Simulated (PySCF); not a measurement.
## Excitation energy of Os²⁺ by level of theory

Os²⁺ [Xe] 4f14 5d6 (5D) → Os²⁺ [Xe] 4f14 5d5 6p1 (7P), as a difference of total energies. Computed with PySCF 2.14 in aug-cc-pwCVTZ-PP with ECP60MDF (8s8p7d4f3g, 122 functions), with a scalar-relativistic core potential. Correlated levels: valence: 5s2 5p6 frozen; valence and next inner shell: nothing frozen outside the core potential. The calculations carry no spin-orbit coupling.

```csv
method,excitation energy (cm⁻¹)
UHF,54693
LDA,60932
PBE,60812
PBE0,61263
r2SCAN,58565
B3LYP,63440
BHandHLYP,63936
SCS-MP2 (valence),66093
MP2 (valence and next inner shell),60095
SCS-MP2 (valence and next inner shell),62981
```

Estimate what MP2 (valence) gives.

61464 cm⁻¹, closest to PBE0 among the rows shown.

Estimate what PW91 gives.

60936 cm⁻¹, closest to LDA among the rows shown.
